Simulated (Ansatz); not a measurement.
Start from `CNC=[Se]` and change one element to get `CNC=O`.

Ansatz, PBE0-D4/def2-TZVP geometries, multiplicity 1. Each molecule was computed in one conformer, which needn't be the lowest.

Scalar relativity is left out up to krypton.

| property | `CNC=[Se]` |
| --- | --- |
| HOMO energy (PBE/def2-TZVPP) / eV | -4.64 |
| LUMO energy (B3LYP/def2-TZVPP) / eV | -1.24 |
| LUMO energy (PBE0/def2-TZVPP) / eV | -1.04 |
| HOMO–LUMO gap (PBE0/def2-TZVPP) / eV | 4.71 |
| HOMO–LUMO gap (ωB97M-V/def2-TZVPP) / eV | 8.91 |
| size of the dipole moment (PBE/def2-TZVPP) / D | 4.73 |

Task: What does the change do to each property? (An estimate is asked.)

Result: Computed: 
```tsv
property	`CNC=O`	shift
HOMO energy (PBE/def2-TZVPP) / eV	-5.84	-1.20
LUMO energy (B3LYP/def2-TZVPP) / eV	0.42	1.66
LUMO energy (PBE0/def2-TZVPP) / eV	0.72	1.76
HOMO–LUMO gap (PBE0/def2-TZVPP) / eV	8.20	3.49
HOMO–LUMO gap (ωB97M-V/def2-TZVPP) / eV	12.13	3.22
size of the dipole moment (PBE/def2-TZVPP) / D	3.83	-0.90
```

With PBE0 the HOMO falls by 1.73 eV and the LUMO rises by 1.76 eV, so the gap widens by about 3.49 eV. PBE moves the HOMO by -1.20 eV and ωB97M-V by -1.92 eV. Dipoles are sizes alone; their direction can turn.

B3LYP here is the variant with VWN-RPA as its local correlation; programs differ in this.

Spin–orbit coupling is left out; it splits and shifts lone-pair levels of the heavy atoms by tenths of an eV.
